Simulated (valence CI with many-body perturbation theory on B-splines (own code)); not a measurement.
E1 transitions of Hg⁶⁷⁺

Method: relativistic CI+MBPT: three valence electrons over a frozen Dirac-Fock core [Ne], a basis of 11 s, 11 p, 10 d, 8 f, 5 g, 2 h functions for each j, with the one-electron correlation potential Σ1 (screened to all orders), the two-electron term Σ2, the three-electron term Σ3, Breit, model QED; selected single and double excitations, second order for the rest, scaled by the run's own slope (own B-spline code, finite nucleus).

The last digits are not significant, and no measured levels were compared; by estimate large intervals hold to a few tenths of a per cent, small ones and those within an open d or f shell to about a per cent.

Lines 201 to 250 of 584 in falling wavelength, among levels below 3981.2 eV, chosen from the strongest by gf and those to the six lowest levels. Wavelengths and rates use the calculated energies. Electric multipoles are in the length gauge with retardation, E1 and E2 with the static RPA response of the core. Weak lines are less certain than strong ones. Lines between different terms over intervals too small for the method are left out, as are lines whose strength nearly cancels. The highest levels of a list are the least certain.

Levels are named by their leading jj configuration (3d3/2^4 stands for four electrons in 3d with j = 3/2), which in mixed levels can hold well under half, so a name can repeat and another be missing. Letters in brackets count levels of one name in rising energy.

```
λ vac (Å)                          Upper                          Lower   A (s⁻¹)  S (a.u.)
    32.75         (3s 3d3/2 3d5/2) J=9/2         (3s 3p3/2 3d3/2) J=7/2  4.53e+11  7.86e-02
    32.73                (3d5/2^3) J=9/2         (3p3/2 3d5/2^2) J=11/2  5.68e+10  9.83e-03
    32.59             (3s 3d5/2^2) J=5/2     (3s 3p3/2 3d5/2) J=5/2 [a]  5.58e+11  5.73e-02
    32.53      (3d3/2 3d5/2^2) J=5/2 [b]  (3p3/2 3d3/2 3d5/2) J=5/2 [b]  1.88e+11  1.92e-02
    32.42         (3s 3p1/2 3d5/2) J=3/2         (3s 3p1/2 3p3/2) J=5/2  2.12e+10  1.43e-03
    32.39             (3s 3d5/2^2) J=3/2     (3s 3p3/2 3d5/2) J=3/2 [a]  3.11e+11  2.08e-02
    32.18                (3d5/2^3) J=3/2      (3p3/2 3d5/2^2) J=5/2 [a]  3.62e+11  2.38e-02
    32.07     (3s 3d3/2 3d5/2) J=7/2 [b]         (3s 3p3/2 3d3/2) J=7/2  8.37e+10  1.09e-02
    31.95     (3s 3d3/2 3d5/2) J=5/2 [b]     (3s 3p3/2 3d3/2) J=5/2 [a]  9.93e+10  9.59e-03
    31.89             (3s 3d5/2^2) J=9/2         (3s 3p3/2 3d5/2) J=9/2  2.51e+11  4.01e-02
    31.69     (3s 3p3/2 3d5/2) J=7/2 [b]             (3s 3p3/2^2) J=5/2  2.93e+11  3.68e-02
    31.44      (3p3/2 3d5/2^2) J=7/2 [b]          (3p3/2^2 3d5/2) J=7/2  3.24e+11  3.98e-02
    31.33                (3d5/2^3) J=5/2      (3p3/2 3d5/2^2) J=7/2 [a]  1.47e+11  1.34e-02
    31.14     (3s 3p1/2 3d5/2) J=5/2 [b]     (3s 3p1/2 3p3/2) J=3/2 [a]  6.02e+09  5.38e-04
    31.04      (3p3/2 3d5/2^2) J=3/2 [b]          (3p3/2^2 3d5/2) J=1/2  2.04e+11  1.20e-02
    30.78         (3s 3p1/2 3d5/2) J=3/2     (3s 3p1/2 3p3/2) J=3/2 [a]  5.79e+10  3.34e-03
    19.97          (3p1/2^2 3d3/2) J=3/2             (3s^2 3p3/2) J=3/2  1.48e+09  2.33e-05
    18.49          (3p3/2^2 3d5/2) J=7/2     (3s 3p3/2 3d5/2) J=5/2 [b]  1.06e+12  2.63e-02
    18.18  (3p3/2 3d3/2 3d5/2) J=7/2 [a]     (3s 3d3/2 3d5/2) J=7/2 [b]  3.81e+11  9.04e-03
    18.11      (3p3/2 3d5/2^2) J=5/2 [a]             (3s 3d5/2^2) J=3/2  1.15e+12  2.02e-02
    18.09     (3s 3p1/2 3p3/2) J=3/2 [a]             (3s^2 3p1/2) J=1/2  2.61e+10  3.05e-04
    18.02          (3p3/2^2 3d5/2) J=1/2     (3s 3p3/2 3d5/2) J=3/2 [b]  1.92e+12  1.11e-02
    17.94  (3p3/2 3d3/2 3d5/2) J=3/2 [a]     (3s 3d3/2 3d5/2) J=3/2 [b]  8.53e+11  9.73e-03
    17.94      (3p3/2 3d5/2^2) J=5/2 [a]             (3s 3d5/2^2) J=7/2  1.00e+12  1.72e-02
    17.93  (3p3/2 3d3/2 3d5/2) J=5/2 [b]     (3s 3d3/2 3d5/2) J=3/2 [b]  3.05e+11  5.21e-03
    17.93     (3s 3p3/2 3d5/2) J=5/2 [a]             (3s^2 3d5/2) J=5/2  7.31e+11  1.25e-02
    17.92          (3p3/2^2 3d3/2) J=1/2     (3s 3p3/2 3d3/2) J=1/2 [b]  2.50e+12  1.42e-02
    17.89      (3p3/2 3d5/2^2) J=7/2 [a]             (3s 3d5/2^2) J=7/2  6.55e+11  1.48e-02
    17.85          (3p3/2^2 3d5/2) J=9/2     (3s 3p3/2 3d5/2) J=7/2 [b]  3.76e+12  1.06e-01
    17.85          (3p3/2^2 3d5/2) J=7/2     (3s 3p3/2 3d5/2) J=7/2 [b]  8.21e+11  1.84e-02
    17.80          (3p3/2 3d5/2^2) J=9/2             (3s 3d5/2^2) J=7/2  1.16e+12  3.23e-02
    17.77             (3s 3p3/2^2) J=5/2             (3s^2 3p3/2) J=3/2  1.33e+12  2.21e-02
    17.76  (3p3/2 3d3/2 3d5/2) J=5/2 [b]     (3s 3d3/2 3d5/2) J=5/2 [b]  1.56e+12  2.59e-02
    17.71  (3p1/2 3p3/2 3d5/2) J=3/2 [a]         (3s 3p1/2 3d5/2) J=3/2  1.60e+12  1.76e-02
    17.71          (3p3/2^2 3d3/2) J=7/2     (3s 3p3/2 3d3/2) J=5/2 [b]  5.52e+12  1.21e-01
    17.71      (3p3/2 3d5/2^2) J=5/2 [a]             (3s 3d5/2^2) J=5/2  1.37e+12  2.25e-02
    17.68          (3p1/2 3p3/2^2) J=3/2         (3s 3p1/2 3p3/2) J=1/2  2.28e+12  2.49e-02
    17.68      (3p3/2^2 3d3/2) J=3/2 [a]     (3s 3p3/2 3d3/2) J=3/2 [b]  1.55e+12  1.70e-02
    17.66  (3p3/2 3d3/2 3d5/2) J=9/2 [a]     (3s 3d3/2 3d5/2) J=7/2 [a]  2.57e+12  7.00e-02
    17.66     (3p3/2 3d3/2 3d5/2) J=11/2         (3s 3d3/2 3d5/2) J=9/2  4.64e+12  1.51e-01
    17.65      (3p3/2 3d5/2^2) J=7/2 [a]             (3s 3d5/2^2) J=5/2  2.50e+12  5.44e-02
    17.62  (3p3/2 3d3/2 3d5/2) J=7/2 [b]     (3s 3d3/2 3d5/2) J=7/2 [b]  1.77e+12  3.83e-02
    17.62  (3p3/2 3d3/2 3d5/2) J=7/2 [b]     (3s 3d3/2 3d5/2) J=5/2 [b]  2.11e+12  4.57e-02
    17.61         (3p3/2 3d5/2^2) J=11/2             (3s 3d5/2^2) J=9/2  3.19e+12  1.03e-01
    17.59     (3s 3p3/2 3d5/2) J=3/2 [a]             (3s^2 3d5/2) J=5/2  4.73e+11  5.08e-03
    17.55          (3p1/2 3p3/2^2) J=5/2     (3s 3p1/2 3p3/2) J=3/2 [b]  1.43e+12  2.29e-02
    17.55      (3p3/2 3d5/2^2) J=3/2 [a]             (3s 3d5/2^2) J=1/2  1.92e+12  2.05e-02
    17.53      (3p3/2^2 3d5/2) J=5/2 [a]     (3s 3p3/2 3d5/2) J=3/2 [b]  2.84e+12  4.53e-02
    17.52          (3p3/2 3d5/2^2) J=1/2             (3s 3d5/2^2) J=3/2  3.53e+12  1.87e-02
    17.52  (3p3/2 3d3/2 3d5/2) J=7/2 [a]     (3s 3d3/2 3d5/2) J=5/2 [a]  1.96e+12  4.16e-02
```
